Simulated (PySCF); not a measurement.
These 4 structures share the formula C7H16. Level of theory: PySCF 2.14.0, PBE0-D3(BJ)/def2-SVP geometry optimisation, gas phase. One conformer each; no zero-point energy, no entropy. No frequencies were run at this level. Point groups hold within 0.08 Å.

Question: Rank from lowest to highest electronic energy at this level (kJ/mol).
A. `[CH3:1][CH2:2][C:3]([CH3:4])([CH3:5])[CH2:6][CH3:7]` with C1–C2–C3–C4 64°, C2–C3–C6–C7 -57° (3,3-dimethylpentane)
B. `[CH3:1][CH2:2][C@@H:3]([CH3:4])[CH:5]([CH3:6])[CH3:7]` with C1–C2–C3–C4 69°, C2–C3–C5–C6 71° (2,3-dimethylpentane)
C. `[CH3:1][CH2:2][CH:3]([CH2:4][CH3:5])[CH2:6][CH3:7]` with C1–C2–C3–C4 65°, C2–C3–C4–C5 162°, C2–C3–C6–C7 -58° (3-ethylpentane)
D. `[CH3:1][CH2:2][CH2:3][CH2:4][CH2:5][CH2:6][CH3:7]` with C1–C2–C3–C4 180°, C2–C3–C4–C5 180°, C3–C4–C5–C6 180°, C4–C5–C6–C7 180°

Answer: A (0.0), D (1.7), B (3.9), C (6.4).

As drawn, the lowest has a quaternary carbon, which the highest lacks. Neighbours under 10 kJ/mol apart (CCC(C)(C)CC and CCCCCCC; CCCCCCC and CC[C@@H](C)C(C)C; CC[C@@H](C)C(C)C and CCC(CC)CC) can change places with a better method, another conformer or zero-point energy.

| SMILES | E (Eh) | E rel (kJ/mol) | dipole (D) | point group | A, B, C (MHz) |
| --- | --- | --- | --- | --- | --- |
| CCC(C)(C)CC | -275.86755 | 0.0 | 0.06 | C2 | 2565, 2310, 1723 |
| CCCCCCC | -275.86689 | 1.7 | 0.05 | C2v | 12115, 727.9, 707.7 |
| CC[C@@H](C)C(C)C | -275.86606 | 3.9 | 0.04 | C1 | 3343, 1682, 1450 |
| CCC(CC)CC | -275.86511 | 6.4 | 0.02 | C1 | 2703, 1923, 1296 |

Q: As an exercise, what shares would exp(−E/RT) give at 298.15 K from these electronic energies alone (no entropy, no degeneracies)?

A: RT = 2.479 kJ/mol: CCC(C)(C)CC 56.1 %, CCCCCCC 28.0 %, CC[C@@H](C)C(C)C 11.6 %, CCC(CC)CC 4.3 %.
